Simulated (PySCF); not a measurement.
## Predicted spectroscopic data

- GFN2-xTB structure
- GIAO PBE0/pcSseg-1 shieldings
- program: PySCF
- no relativistic terms, single conformer, rapidly exchanging positions averaged, in vacuum

Referencing at the same level of theory: ¹H (σ = 31.72 ppm), ¹³C (σ = 186.93 ppm) against TMS. Splittings of carbon signals by F and P are missing where no couplings were computed. Where no couplings were computed, multiplicities follow the n + 1 count of equivalent neighbours, and m marks all less simple cases (inequivalent or close neighbours, rings, F or P nearby). Acid and N–H amide carbonyl carbons lie up to 10 ppm further downfield in solution (hydrogen bonding). Shifts are as computed. Against solution values, carbons near 30 ppm lie about +3 ppm off and those near 130 ppm about +5 ppm (rms about the fit 2.1 ppm; single classes can miss by 10 ppm). Of 1328 compounds with measured shifts, 309 miss one by over three times the rms of a fit or turn the order of signals round; such compounds aren't used in these exercises. Signals without a measured value on file couldn't be tested in this way; 1H shifts scatter by 0.2 ppm about their fit, and single ones miss by 0.5 ppm. OH and NH positions are gas-phase values without hydrogen bonding to other molecules.

**1.** `InChI=1S/C7H9P/c1-6-3-4-7(2)8-5-6/h3-5H,1-2H3`. ¹H NMR (400 MHz, computed): δ 8.84 (m, 1H), 8.05 (m, 1H), 7.58 (m, 1H), 2.86 (m, 3H), 2.61 (s, 3H). ¹³C{¹H} NMR (computed): δ 176.9 (C), 164.2 (CH), 145.2 (C), 140.1 (CH), 135.7 (CH), 27.6 (CH3), 27.2 (CH3).

**2.** `C=C(C(=O)O)c1ccco1`, C7H6O3. ¹H NMR (400 MHz, computed): δ 7.55 (m, 1H), 7.53 (m, 1H), 7.04 (m, 1H), 6.93 (m, 1H), 6.72 (m, 1H), 6.54 (br s, 1H). ¹³C{¹H} NMR (computed): δ 169.2, 155.1, 147.9, 135.6, 133.9, 120.4, 119.1.

**3.** `InChI=1S/C7H9P/c1-3-7-5-8-4-6(7)2/h3-5,8H,1H2,2H3`. ¹H NMR (400 MHz, computed): δ 7.35 (m, 1H), 6.83 (m, 1H), 6.52 (m, 1H), 6.27 (m, 1H), 5.64 (m, 1H), 5.11 (m, 1H), 2.37 (s, 3H). ¹³C{¹H} NMR (computed): δ 157.6 (C), 155.8 (C), 136.0 (CH), 134.8 (CH), 134.4 (CH), 122.5 (CH2), 20.6 (CH3).

**4.** SMILES FC1=CCC=C1F, C5H4F2. ¹H NMR (400 MHz, computed): δ 5.89 (m, 2H), 2.96 (m, 2H). ¹³C{¹H} NMR (computed): δ 165.7 (C), 115.0 (CH), 31.0 (CH2).
